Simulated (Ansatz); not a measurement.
```yaml
crystal:
  periodic: [false, false, false]
  atoms:
    - {symbol: C, position_ang: [-1.123851, 0.608597, -0.366257]}
    - {symbol: Cd, position_ang: [0.255830, -0.420705, 0.137310]}
    - {symbol: O, position_ang: [1.973455, -1.446567, 1.035176]}
    - {symbol: H, position_ang: [-1.793258, 0.137983, -0.544382]}
    - {symbol: H, position_ang: [-0.951806, 1.596549, -1.128793]}
    - {symbol: H, position_ang: [-1.212595, 1.526102, 0.613096]}
    - {symbol: H, position_ang: [2.952186, -1.579141, 0.593520]}
basis:
  gaussian: {orbitals: def2-TZVP}
hamiltonian: {xc: {name: HF}}
correlation: {active_space: {window: {electrons: 6, orbitals: 2}}}
```

```sh
$ ansatz run in.yaml --threads 4 --pin off --events-out ev --progress --plain --max-ram 10444MiB
```

Q: How does Ansatz answer? (An estimate is asked.)

A: Computed: The run stopped with an error.
```
Functional definition: HF
980 factors; integrals over basis functions are off by at most 1.1e-3 eV
mean field evaluation 1: about -7661.8332 eV, gradient 5.0e1 eV
mean field evaluation 2: about -7662.0783 eV, gradient 5.0e1 eV
mean field evaluation 4: about -7667.0511 eV, gradient 4.2e0 eV
mean field evaluation 8: about -7667.1316 eV, gradient 5.8e-1 eV
mean field -7667.13312676 eV, -281.7619454391 hartree, gradient 1.8e-6 eV, S^2 0.000000; 0 other end points of the search recorded, 0 dependent functions left out
reference -7667.13312676 eV, -281.7619454391 hartree; 19, 19 occupied and 107, 107 virtual orbitals, 980 factors
Error: 6 electrons in 2 orbitals form no window around the highest filled level of the reference
```
